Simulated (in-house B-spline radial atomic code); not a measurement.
Atomic self-consistent-field run: V8+. Level of theory: scalar-relativistic (X2C) PBE, spin-polarised, spherical fractional occupations, Fermi nucleus of rms radius 3.6002 fm; calculated with a B-spline radial code for spherical atoms.

Command:
```bash
python run_scf.py task.json out
```
Settings (nuclear radius in fm, mass in u):
```
Z                23
configuration    [Ne] 3s2 3p3
hamiltonian      x2c
method           pbe,pbe
spin_polarised   True
nucleus          fermi
rms_radius       3.6002
atomic_mass      50.94396
speed_of_light   137.035999084
```

Output (hartree, bohr):
```
 radial grid: 64 intervals, B-splines of order 8, outer radius 7.931 bohr

 iter        energy (Eh)    residual
    1        -921.072381    8.76e-01
    2        -925.945110    2.28e-01
    3        -926.260561    8.27e-02
    4        -926.304464    2.97e-02
    5        -926.310849    8.47e-03
    6        -926.311349    7.61e-05
    7        -926.311349    6.04e-06
    8        -926.311349    1.15e-07

 total energy                      -926.31135
 kinetic                             936.6310
 electron-nucleus                  -2110.5689
 Hartree                             288.0021
 exchange-correlation                -40.3757

 orbital      occ     eigenvalue          <r>       <r^2>       <1/r>       r_max
 1s up      1.000      -203.5554    0.0661649  0.00590043     23.0868     0.04319
 1s down    1.000      -203.4973    0.0661505  0.00589783      23.091     0.04318
 2s up      1.000       -28.4999     0.306785    0.111237     4.85538       0.255
 2s down    1.000       -28.4507     0.306502    0.110942     4.85563      0.2552
 2p up      3.000       -24.8866     0.272443   0.0913523     4.72435      0.2073
 2p down    3.000       -24.8158     0.272346   0.0911937      4.7227      0.2076
 3s up      1.000        -8.0893     0.852681    0.827338     1.67349      0.7767
 3s down    1.000        -7.8076     0.857586    0.838523     1.66611      0.7765
 3p up      3.000        -7.0552     0.867288     0.86676      1.5812      0.7802
```

Run time, properties included: 0.14 s on 1 thread of Arm Neoverse V2, on a shared host.
